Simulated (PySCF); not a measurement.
Job for PySCF: R-M06-2X/def2-TZVPPD on Si2H6 (SMILES [SiH3][SiH3]) with ghost functions.

```python
from pyscf import gto, dft

mol = gto.M(
    atom='''
    Si    1.05887991    0.45347875    4.16453342
    Si   -1.12660574   -0.29619387    3.76817541
    H     1.78718792   -0.52480547    5.00905104
    H     1.02944909    1.75722643    4.87169384
    H     1.79857404    0.62267042    2.89152055
    H    -1.10975219   -1.60765492    3.07706994
    H    -1.86694586    0.67584700    2.92875420
    H    -1.84534063   -0.45123759    5.05689652
    ghost-C    0.05535167   -0.12600641    0.04638941
    ghost-H   -0.37250102   -1.04826816    0.43674512
    ghost-H   -0.53475486    0.72179821    0.39153250
    ghost-H    1.07997198   -0.02251147    0.39980190
    ghost-H    0.04670512   -0.15459481   -1.04226216
    ''',
    basis='def2-tzvppd',
    charge=0, spin=0, verbose=4, max_memory=1800)
mf = dft.RKS(mol, xc='m062x').density_fit(auxbasis='def2-universal-jkfit')
mf.grids.level = 4
mf.conv_tol = 1e-9
mf.max_cycle = 150
mf.kernel()
mf.dip_moment()
```

It printed:

```
PySCF version 2.14.0

[INPUT] verbose = 4
[INPUT] num. atoms = 13
[INPUT] num. electrons = 34
[INPUT] charge = 0
[INPUT] spin (= nelec alpha-beta = 2S) = 0
[INPUT] symmetry False subgroup None
[INPUT] Mole.unit = angstrom
[INPUT] Symbol           X                Y                Z      unit          X                Y                Z       unit  Magmom
[INPUT]  1 Si     1.058879910000   0.453478750000   4.164533420000 AA    2.000993028704   0.856950640810   7.869827600398 Bohr   0.0
[INPUT]  2 Si    -1.126605740000  -0.296193870000   3.768175410000 AA   -2.128976298963  -0.559725294075   7.120819514221 Bohr   0.0
[INPUT]  3 H      1.787187920000  -0.524805470000   5.009051040000 AA    3.377295701931  -0.991738606974   9.465734609568 Bohr   0.0
[INPUT]  4 H      1.029449090000   1.757226430000   4.871693840000 AA    1.945376839283   3.320676691547   9.206167120331 Bohr   0.0
[INPUT]  5 H      1.798574040000   0.622670420000   2.891520550000 AA    3.398812350353   1.176676559668   5.464181923052 Bohr   0.0
[INPUT]  6 H     -1.109752190000  -1.607654920000   3.077069940000 AA   -2.097127705236  -3.038027501610   5.814819452732 Bohr   0.0
[INPUT]  7 H     -1.866945860000   0.675847000000   2.928754200000 AA   -3.528016364791   1.277165732109   5.534543324170 Bohr   0.0
[INPUT]  8 H     -1.845340630000  -0.451237590000   5.056896520000 AA   -3.487188397232  -0.852715462209   9.556149463066 Bohr   0.0
[INPUT]  9 GHOST-C   0.055351670000  -0.126006410000   0.046389410000 AA    0.104599496837  -0.238117604840   0.087663279980 Bohr   0.0
[INPUT] 10 GHOST-H  -0.372501020000  -1.048268160000   0.436745120000 AA   -0.703924908921  -1.980939727502   0.825328663040 Bohr   0.0
[INPUT] 11 GHOST-H  -0.534754860000   0.721798210000   0.391532500000 AA   -1.010540229180   1.364000934101   0.739889193866 Bohr   0.0
[INPUT] 12 GHOST-H   1.079971980000  -0.022511470000   0.399801900000 AA    2.040851264404  -0.042540512961   0.755516095081 Bohr   0.0
[INPUT] 13 GHOST-H   0.046705120000  -0.154594810000  -1.042262160000 AA    0.088259885415  -0.292141851179  -1.969590032398 Bohr   0.0

nuclear repulsion = 90.7509168411125
number of shells = 115
number of NR pGTOs = 380
number of NR cGTOs = 303
basis = def2-tzvppd
ecp = {}


******** <class 'pyscf.df.df_jk.DFRKS'> ********
method = DFRKS
initial guess = minao
damping factor = 0
level_shift factor = 0
DIIS = <class 'pyscf.scf.diis.CDIIS'>
diis_start_cycle = 1
diis_space = 8
diis_damp = 0
SCF conv_tol = 1e-09
SCF conv_tol_grad = None
SCF max_cycles = 150
direct_scf = False
XC library pyscf.dft.libxc version 7.1.2
    S. Lehtola, C. Steigemann, M. J. T. Oliveira, and M. A. L. Marques,  SoftwareX 7, 1–5 (2018)
XC functionals = m062x
    Y. Zhao and D. G. Truhlar,  Theor. Chem. Acc. 120, 215 (2008)
    Y. Zhao and D. G. Truhlar,  Theor. Chem. Acc. 120, 215 (2008)
radial grids:
    Treutler-Ahlrichs [JCP 102, 346 (1995); DOI:10.1063/1.469408] (M4) radial grids

becke partition: Becke, JCP 88, 2547 (1988); DOI:10.1063/1.454033
pruning grids: <function nwchem_prune>
grids dens level: 4
symmetrized grids: False
atomic radii adjust function: <function treutler_atomic_radii_adjust>
small_rho_cutoff = 0
Set gradient conv threshold to 3.16228e-05
Initial guess from minao.
tot grids = 243528
******** <class 'pyscf.df.df.DF'> ********
auxbasis = def2-universal-jkfit
init E= -582.218024168087
  HOMO = -0.309464660169406  LUMO = -0.00448357169845607  gap/eV = 8.29896
cycle= 1 E= -582.525699863377  delta_E= -0.308  |g|= 0.16  |ddm|= 1.99
  HOMO = -0.354853498371357  LUMO = 0.00847327229383799  gap/eV = 9.88663
cycle= 2 E= -582.532994606895  delta_E= -0.00729  |g|= 0.0603  |ddm|= 0.278
  HOMO = -0.339322776481356  LUMO = 0.0112184287469343  gap/eV = 9.53871
cycle= 3 E= -582.533791390267  delta_E= -0.000797  |g|= 0.0191  |ddm|= 0.0857
  HOMO = -0.343740351322039  LUMO = 0.0107240135836596  gap/eV = 9.64547
cycle= 4 E= -582.533900077283  delta_E= -0.000109  |g|= 0.00254  |ddm|= 0.0203
  HOMO = -0.343306320425962  LUMO = 0.0107847985922247  gap/eV = 9.63531
cycle= 5 E= -582.53390260914  delta_E= -2.53e-06  |g|= 0.000834  |ddm|= 0.00585
  HOMO = -0.343475837151491  LUMO = 0.0107603452622231  gap/eV = 9.63926
cycle= 6 E= -582.533902843859  delta_E= -2.35e-07  |g|= 7.15e-05  |ddm|= 0.00148
  HOMO = -0.343470606525902  LUMO = 0.0107607199060673  gap/eV = 9.63913
cycle= 7 E= -582.53390284698  delta_E= -3.12e-09  |g|= 6.37e-06  |ddm|= 0.000255
  HOMO = -0.34347185691724  LUMO = 0.0107604087856407  gap/eV = 9.63915
cycle= 8 E= -582.533902847008  delta_E= -2.75e-11  |g|= 1.68e-06  |ddm|= 2.17e-05
  HOMO = -0.343471726567447  LUMO = 0.0107603167176106  gap/eV = 9.63914
Extra cycle  E= -582.53390284701  delta_E= -1.59e-12  |g|= 8.92e-07  |ddm|= 2.42e-06
converged SCF energy = -582.53390284701
Dipole moment(X, Y, Z, Debye): -0.00011, -0.00091, -0.02232
```

The calculation finished and met its thresholds.

Cost: around 90 core-seconds (rough).
